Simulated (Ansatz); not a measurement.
## Molecular dynamics of CH5Cl2NSi

input.yaml

```yaml
crystal:
  periodic: [false, false, false]
  atoms:
    - { symbol: Si, position_ang: [0.032965, 0.02572, 0.065368] }
    - { symbol: "N", position_ang: [-0.000958, -0.107544, 1.789289] }
    - { symbol: H, position_ang: [-0.848902, -0.228962, 2.319514] }
    - { symbol: H, position_ang: [0.838137, -0.020456, 2.340405] }
    - { symbol: C, position_ang: [1.7833, 0.026854, -0.610589] }
    - { symbol: H, position_ang: [2.288197, -0.904728, -0.340107] }
    - { symbol: H, position_ang: [1.764706, 0.112543, -1.699423] }
    - { symbol: H, position_ang: [2.343067, 0.8754, -0.206646] }
    - { symbol: Cl, position_ang: [-0.989244, 1.826188, -0.619714] }
    - { symbol: Cl, position_ang: [-1.115866, -1.605016, -0.797597] }
basis:
  gaussian: { orbitals: "6-31G" }
hamiltonian:
  xc: pbe0
  dispersion: d4
md:
  timestep: 0.5
  n_steps: 250
  ensemble: nve_milne
  temperature: 3000.0
  initial_velocities: maxwell_boltzmann
  seed: 648515
  masses: [{ species: H, mass: 3.016 }]
```

Launched with:

```bash
$ ansatz run input.yaml --threads 1 --pin off --max-ram 2048MiB --backend cpu --events-out ev --progress --plain --runs-dir out
```

It starts from a relaxed structure.

Output, in part (step lines, the closing report, with atoms numbered from 0):

```
md step     0: t =     0.00 fs  T =  3000.0 K  F+E_penalty+E_count = -35516.93383130 eV  E_kin = 3.102240 eV  conserved = -35513.83159133 eV  (23 SCF iters)
[... lines left out ...]
Total energy: -35515.39354971 eV, -1305.1666397534 hartree
Atom 0 at     0.215680    -0.145220     0.046649 Å, force    -2.666797     3.614677     0.057906 eV/Å
Atom 1 at    -0.128518     0.164489     1.750157 Å, force     1.710344    -1.268286    -1.646504 eV/Å
Atom 2 at    -1.110903     0.016365     1.863783 Å, force    -0.560295     0.148431     1.299613 eV/Å
Atom 3 at     0.571436    -0.301324     2.321484 Å, force    -0.739136     0.295980     0.972398 eV/Å
Atom 4 at     1.922671    -0.000031    -0.580856 Å, force    -1.888260    -1.370645    -2.204190 eV/Å
Atom 5 at     1.892991    -0.314969    -1.631407 Å, force     0.035999    -0.401668    -0.031221 eV/Å
Atom 6 at     2.112290     1.019356    -0.701936 Å, force     1.232288     1.796872     0.862681 eV/Å
Atom 7 at     2.476050    -0.718373    -0.057436 Å, force     1.896411    -0.326015     0.958212 eV/Å
Atom 8 at    -1.097373     1.888071    -0.656822 Å, force     1.170484    -1.601589     0.199264 eV/Å
Atom 9 at    -1.111592    -1.618556    -0.687587 Å, force    -0.191037    -0.887757    -0.468159 eV/Å
Dipole moment:     0.993033    -0.761102     0.445131 e Å
```

The steps, from the saved trajectory:

```tsv
time (fs)	T (K)	potential energy less start (eV)	conserved less start (meV/atom)
0.0	3000	0.000	0.00
4.0	2091	0.940	-0.01
8.0	1199	1.862	-0.01
12.0	668	2.411	-0.01
16.0	1261	1.798	-0.01
20.0	1628	1.419	-0.01
24.0	1812	1.229	-0.01
28.0	1857	1.182	-0.01
32.0	1622	1.424	-0.01
36.0	1601	1.446	-0.01
40.0	1339	1.717	-0.01
44.0	1506	1.545	-0.01
48.0	1269	1.790	-0.01
52.0	1116	1.948	-0.01
56.0	1230	1.831	-0.01
60.0	1450	1.602	-0.01
64.0	1548	1.501	-0.01
68.0	1676	1.369	-0.01
72.0	1967	1.068	-0.02
76.0	1679	1.366	-0.01
80.0	1367	1.689	-0.01
84.0	1154	1.909	-0.01
88.0	1475	1.577	-0.01
92.0	1389	1.665	-0.01
96.0	1367	1.688	-0.01
100.0	1458	1.595	-0.01
104.0	2045	0.988	-0.01
108.0	2014	1.019	-0.01
112.0	1526	1.524	-0.01
116.0	1063	2.003	-0.01
120.0	1424	1.629	-0.02
124.0	1459	1.593	-0.01
```

All steps were run. The conserved energy stayed within 0.035 meV per atom of its start (net change -0.014 meV per atom), so the integration is sound. Over the second half the temperature averaged 0.51 of the 3000 K drawn at the start: a run that starts near a minimum puts about half its kinetic energy into the potential. A run of 0.12 ps of so small a system gives no equilibrium averages. Limits of this set-up: no polarisation functions.

The same pairs are bonded in the first frame and the last. Pairs count as bonded within 1.25 times the sum of covalent radii (0.12 Å more for H–H).

Last frame:

```xyz
10
Properties=species:S:1:pos:R:3
Si 0.216 -0.145 0.047
N -0.129 0.165 1.750
H -1.111 0.016 1.864
H 0.571 -0.301 2.321
C 1.923 0.000 -0.581
H 1.893 -0.315 -1.631
H 2.112 1.019 -0.702
H 2.476 -0.718 -0.057
Cl -1.097 1.888 -0.657
Cl -1.112 -1.619 -0.688
```

The run took 14 min on 1 thread of Arm Neoverse V2 (shared host), peak memory 0.16 GiB.
